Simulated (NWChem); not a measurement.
System: CH₇BO₂Si; SMILES OB(O)C[SiH3]

The following NWChem deck was run.

```
start job
memory heap 200 mb stack 900 mb global 1100 mb
geometry units angstroms noautoz
  Si    -0.001742    -1.793746     0.249678
  C     -0.000192    -0.308347    -0.930410
  B     -0.000112     1.068123    -0.131947
  O     -1.155727     1.699048     0.258740
  O      1.155585     1.698151     0.259990
  H     -0.005258    -3.099442    -0.501006
  H      1.219948    -1.757820     1.129572
  H     -1.221660    -1.752694     1.131835
  H     -0.891489    -0.406734    -1.587275
  H      0.891338    -0.407439    -1.586824
  H     -1.948127     1.216088    -0.026860
  H      1.947935     1.214682    -0.024929
end
basis spherical
  * library pcseg-1
end
dft
  xc xpbe96 cpbe96
  iterations 150
  mulliken
end
task dft energy
```

Coordinates come from a PBE-D3(BJ)/def2-SVP optimisation. No frequency run checked for a minimum.

### Question
Predict the main results of this run. (PBE/pcseg-1.) Quantities: basis functions; energy (Ha); highest occupied level (eV); orbital gap (eV); dipole (D).

### Answer
```
Item                           Value
---------------------------  -------
number of basis functions        109
energy (Ha)                  -506.76
highest occupied level (eV)    -7.30
orbital gap (eV)                6.75
dipole (D)                      2.60
```
